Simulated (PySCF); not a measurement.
Compound: C6H7FNS (doublet state).
SMILES with atom numbers: `[CH3:1][C:2]1[C:3]([SH:4])=[CH:5][N:6]=[CH:7][C@@H:8]1[F:9]` (hydrogens: H10, H11, H12 on C1; H13 on S4; H14 on C5; H15 on C7; H16 on C8)

Cartesian coordinates in Å at the GFN2-xTB level; atoms count from 1:
```xyz
16
C6H7FNS angstrom
C     -1.2541    1.5921    0.1352
C     -0.4101    0.3709    0.0525
C      0.9472    0.3948    0.2559
S      1.7178    1.9334    0.6666
C      1.7172   -0.7706    0.0975
N      1.1844   -1.9423   -0.2562
C     -0.0851   -2.0513   -0.4444
C     -1.0669   -0.9337   -0.2709
F     -1.8640   -0.8046   -1.4200
H     -0.9094    2.3360   -0.5855
H     -1.1664    2.0451    1.1248
H     -2.2961    1.3613   -0.0675
H      2.9569    1.4476    0.7197
H      2.7901   -0.7587    0.2203
H     -0.4674   -3.0121   -0.7553
H     -1.8016   -1.1990    0.5158
```

The hyperfine couplings belong to this conformer and change with its torsions.

Computed with UKS B3LYP, pcH-1 on C F H N S, non-relativistic, mean-field spin-orbit, GIAO in PySCF 2.14.0. One conformer (not necessarily the lowest) at the GFN2-xTB geometry, without solvent, vibrations or thermal averaging. The geometry wasn't refined by DFT: couplings that depend on bond lengths, twists or pyramidal angles can differ widely from those at the functional's own minimum. Stability of the SCF solution: not tested. ⟨S²⟩ is 0.785 where a pure state has 0.75.

(1) Match the computed a_iso(13C) values +51.3, +42.7, +38.3, -37.6, -20.9, -12.4 MHz with the sites C1; C2; C3; C5; C7; C8.

(2) The isotropic 1H couplings, averaged over equivalent nuclei, are +123.9, -36.6, -30.2, +29.6, -0.2 MHz. Assign them to H10/H11/H12; H13; H14; H15; H16.

Answers

(1) 
```tsv
site	a_iso (MHz)	ρ(0) (bohr⁻³)	position	distance from C5 (Å)	spin population	largest |T| (MHz)
C1	-12.4	-0.0110	1 bond from C2	3.80	-0.03	1.3
C2	+38.3	+0.0341	a main spin site	2.41	+0.40	64.6
C3	-37.6	-0.0334	1 bond from C2	1.41	-0.18	23.4
C5	+51.3	+0.0457	largest spin population	0.00	+0.52	86.1
C7	+42.7	+0.0380	a main spin site	2.28	+0.43	70.4
C8	-20.9	-0.0186	1 bond from C2	2.81	-0.04	3.6
```

(2) 
```tsv
site	a_iso (MHz)	ρ(0) (bohr⁻³)	position	distance from C5 (Å)	bound to	spin population there	largest |T| (MHz)
H10/H11/H12	+29.6	+0.0066	2 bonds from C2	4.28	C1	-0.03	4.2
H13	-0.2	0.0000	3 bonds from C5	2.62	S4	-0.02	3.9
H14	-36.6	-0.0082	1 bond from C5	1.08	C5	+0.52	21.8
H15	-30.2	-0.0068	1 bond from C7	3.24	C7	+0.43	18.4
H16	+123.9	+0.0277	2 bonds from C7	3.57	C8	-0.04	3.2
```

ρ(0) is the spin density at the nucleus and T the dipolar tensor; a_iso includes a spin–orbit part; entries for several nuclei are means. Largest spin populations (Mulliken): C5 (+0.52), C7 (+0.43), C2 (+0.40) and C3 (-0.18). Three atoms exceed +0.15. The angles at C5 add up to 360.0°, so it is planar. Main spin sites, with 60 % or more of the largest population: C2, C5, C7; positions count bonds from the nearest.

The spin density at the nucleus, in bohr⁻³, is negative for C3 (-0.0334), N6 (-0.0295) and C8 (-0.0186), for instance. A restricted open-shell determinant has no negative spin density anywhere; here it arises because α and β orbitals differ (spin polarisation).

Means are taken over nuclei equivalent by connectivity, which assumes that they swap fast. The three 1H nuclei of mean +29.6 MHz run from 0.9 to 46.2 MHz in the frozen geometry.

The SMILES `C[C]1C(S)=CN=C[C@@H]1F` draws the unpaired electron on C2, whose computed spin population is only +0.40.
